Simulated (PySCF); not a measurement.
Ta(O)(OH)2(NH2) (H4NO3Ta), SMILES [OH][Ta]([OH])(=[O])[NH2], multiplicity 1. The structure is a stationary point at PBE-D3(BJ)/def2-SVP. The spin state was assumed, not searched. The structure was generated by enumeration; whether it is a known compound was not checked. The def2 effective core potentials stand for the cores of Ta; spin–orbit coupling is left out. The values are those of a single conformer.

Computed equilibrium geometry at PBE-D3(BJ)/def2-SVP (PySCF confirms it by a frequency run) as bond lengths and angles, and its point group (one conformer of several):
point group Cs.
Atoms: Ta1 O2 O3 H4 O5 H6 N7 H8 H9. Bonded distances (Å): Ta1–O2 1.743, Ta1–O3 1.933, Ta1–O5 1.933, Ta1–N7 1.993, O3–H4 0.972, O5–H6 0.972, N7–H8 1.024, N7–H9 1.026. Bond angles (°): O2–Ta1–O3 111.3, O2–Ta1–O5 111.3, O2–Ta1–N7 104.1, O3–Ta1–O5 109.2, O3–Ta1–N7 110.4, O5–Ta1–N7 110.4, Ta1–O3–H4 130.6, Ta1–O5–H6 130.6, Ta1–N7–H8 125.5, Ta1–N7–H9 124.8, H8–N7–H9 109.7.
